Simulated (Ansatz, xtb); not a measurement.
# Relative energy of two structures of C2H8BClO

Structure I is `CC[B@H-]([OH2+])Cl`, a singlet and structure II is a singlet given by its coordinates. Both are isolated molecules in the gas phase, relaxed with PBE0-D4/def2-SVP; the shapes shown needn't be the lowest conformers.

I (Å):

| atom | x (Å) | y (Å) | z (Å) |
| --- | --- | --- | --- |
| C | -0.8358 | -1.4374 | -1.7741 |
| C | -0.8557 | -0.8385 | -0.3705 |
| B | -1.3928 | 0.6567 | -0.2611 |
| Cl | -0.5345 | 1.8714 | -1.3866 |
| O | -2.9167 | 0.6216 | -0.9350 |
| H | -1.8498 | -1.5441 | -2.2126 |
| H | -0.2501 | -0.8113 | -2.4650 |
| H | -0.4106 | -2.4527 | -1.7952 |
| H | -1.4377 | -1.4836 | 0.3127 |
| H | 0.1688 | -0.8365 | 0.0394 |
| H | -1.5818 | 1.1244 | 0.8398 |
| H | -3.0341 | 1.5076 | -1.3169 |
| H | -2.8553 | 0.0166 | -1.6940 |

II (Å):

```xyz
13

C    -1.5070   -0.1676   -0.1045
C     1.1080   -0.8702   -0.5625
B     0.0270    0.2357   -0.1969
Cl    0.3092    1.8639   -1.0835
O     0.4314    0.6978    1.3947
H    -2.1601    0.6481    0.2491
H    -1.8679   -0.4389   -1.1095
H    -1.6645   -1.0445    0.5448
H     1.0175   -1.7640    0.0768
H     2.1492   -0.5089   -0.5098
H     0.9479   -1.1984   -1.6020
H     1.3412    1.0307    1.3418
H    -0.1115    1.4814    1.5764
```

Close contacts (Å): C1–B3 1.59, C2–B3 1.59, B3–Cl4 1.88, B3–O5 1.71, C1–H6 1.10, C1–H7 1.10, C1–H8 1.10, C2–H9 1.10, C2–H10 1.10, C2–H11 1.10, O5–H12 0.97, O5–H13 0.97.

Quicker runs give these differences E(II) − E(I): GFN2-xTB +3.0 kcal/mol; HF/STO-3G −9.1 kcal/mol (at GFN2-xTB geometries); r2SCAN-D4/def2-SVP −12.6 kcal/mol (at GFN2-xTB geometries).

Problem. Which of the two would you expect CCSD(T)/def2-SVP + ΔMP2/def2-TZVPP electronic energies to favour?

Solution. Structure II; the calculation gives E(II) − E(I) = −11.5 kcal/mol.

Level by level:

| level | geometry | E(II) − E(I) (kcal/mol) | departure from the last row (kcal/mol) | job, with rough time for the two |
| --- | --- | --- | --- | --- |
| GFN2-xTB | GFN2-xTB | +3.0 | +14.5 | optimisation, 0.3 s |
| HF/STO-3G | GFN2-xTB | −9.1 | +2.4 | single point, 0.34 s |
| r2SCAN-D4/def2-SVP | GFN2-xTB | −12.6 | −1.0 | single point, 4.7 s |
| PBE0-D4/def2-SVP | PBE0-D4/def2-SVP | −11.1 | +0.4 | optimisation, 39 s |
| HF/def2-SVP | PBE0-D4/def2-SVP | −12.0 | −0.4 | part of the CCSD(T) run |
| MP2/def2-SVP | PBE0-D4/def2-SVP | −11.4 | +0.1 | part of the CCSD(T) run |
| CCSD(T)/def2-SVP | PBE0-D4/def2-SVP | −10.9 | +0.6 | single point |
| CCSD(T)/def2-SVP + ΔMP2/def2-TZVPP | PBE0-D4/def2-SVP | −11.5 |  | single point, 42 s |

GFN2-xTB puts the two in the other order. The largest departure from CCSD(T)/def2-SVP + ΔMP2/def2-TZVPP is that of GFN2-xTB, 14.5 kcal/mol. The last row adds to CCSD(T) the change of the MP2 difference between the two basis sets, here −0.6 kcal/mol.

With thermal terms from frequencies at re-optimised GFN2-xTB minima (ideal gas, soft modes damped towards free rotors, one conformer each, 298.15 K, 1 atm): on the last row, ΔE + ΔZPE = −12.1, ΔH = −11.5, ΔG = −12.6 kcal/mol.

The correlated steps freeze 9 core orbitals. Mirror images aren't counted in ΔG. Run with Ansatz 0.2.0, xtb 6.7.1; the last row on 2 threads of Arm Neoverse V1 on a shared host.
